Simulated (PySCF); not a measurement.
Al(H)(F)(NMe2) (C2H7AlFN), SMILES C[N](C)[AlH][F].

Geometry optimised at PBE-D3(BJ)/def2-SVP. The values are those of a single conformer.

Level of theory: PySCF with PBE/def2-TZVP.

Isolated molecule, no solvent.

### Question
Estimate the frontier levels, gap, dipole moment and polarisability. (Estimate from the structure and the level; the computed values follow.)

### Answer

```json
{
 "highest_occupied_level": "-5.35 eV",
 "lowest_empty_level": "-1.14 eV",
 "orbital_gap": "4.21 eV",
 "dipole_moment": "0.405 e·Å",
 "quadrupole, principal values (traceless, Buckingham form, about the centre of nuclear charge)": "-5.18, 0.95, 4.23 D·Å",
 "mean_static_polarisability": "63.1 bohr³ (9.35 Å³)",
 "polarisability_principal_values": "51.8, 61.9, 75.5 bohr³"
}
```
